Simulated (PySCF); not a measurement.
## A series of derivatives of C1CN[SiH2]C1

Parent skeleton `[CH2:1]1[CH2:2][NH:3][SiH2:4][CH2:5]1`; one hydrogen on atom 5 is replaced by X. Hydrogens on one atom are averaged.

Averaged over atoms made equivalent by symmetry, fast rotation or ring inversion, relativity neglected, one conformer, in vacuum. σ from GIAO-PBE0/pcSseg-1; PBE0-D3(BJ)/def2-SVP geometry; PySCF.

Chemical shifts δ = σref − σ; $^{13}$C, $^{29}$Si, $^{1}$H against TMS; $^{15}$N vs NH3, all at this level.

Parent (X = H): C1 28.7, C2 48.4, N3 23.0, Si4 -23.3, C5 8.9, H(C1) 1.75, H(C2) 3.01, H(Si4) 4.85, H(C5) 0.89 ppm. Effects are Δδ = δ(X) − δ(H), positive for deshielding.

(1) Give Δδ (ppm) for X = N-pyrrolidinyl, iPr, CF=CF2, NMe2.

(2) Which position responds most, and to which substituents?

Results:

(1) 
| X | SMILES | C1 | C2 | N3 | Si4 | C5 | H(C1) | H(C2) | H(Si4) | H(C5) |
| --- | --- | --- | --- | --- | --- | --- | --- | --- | --- | --- |
| N-pyrrolidinyl | C1CCN([C@H]2CCN[SiH2]2)C1 | +7.6 | -1.5 | -1.4 | -0.2 | +43.5 | +0.12 | +0.14 | +0.01 | +0.94 |
| iPr | CC(C)[C@@H]1CCN[SiH2]1 | +6.1 | +0.6 | +0.6 | +2.9 | +25.4 | -0.12 | +0.11 | -0.03 | -0.21 |
| CF=CF2 | FC(F)=C(F)[C@@H]1CCN[SiH2]1 | +3.7 | -0.7 | +1.6 | -3.4 | +15.4 | +0.22 | +0.19 | +0.03 | +1.29 |
| NMe2 | CN(C)[C@H]1CCN[SiH2]1 | +7.0 | -1.2 | -1.0 | +0.1 | +47.0 | +0.05 | +0.14 | +0.02 | +0.86 |

(2) C5: from +15.4 ppm with CF=CF2 to +47.0 ppm with NMe2.

Experimental scales use liquid or dissolved standards, which lie at an offset from isolated NH3 (liquid NH3: subtract about 20 ppm).
